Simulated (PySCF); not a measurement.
AlH5Si, SMILES [AlH2][SiH3].

Coordinates come from a PBE0-D3(BJ)/def2-TZVP optimisation.

These are M06-2X/def2-TZVPD (PySCF) values and carry that method's errors.

Gas-phase values at a fixed geometry.

Computed frontier levels, gap, dipole moment and polarisability:
```yaml
highest_occupied_level: -8.55 eV
lowest_empty_level: -1.48 eV
orbital_gap: 7.07 eV
dipole_moment: 0.24 D
quadrupole, principal values (traceless, Buckingham form, about the centre of nuclear charge): -4.29, -2.44, 6.73 D·Å
mean_static_polarisability: 64.5 bohr³ (9.56 Å³)
polarisability_principal_values: 52.8, 60.8, 79.9 bohr³
```
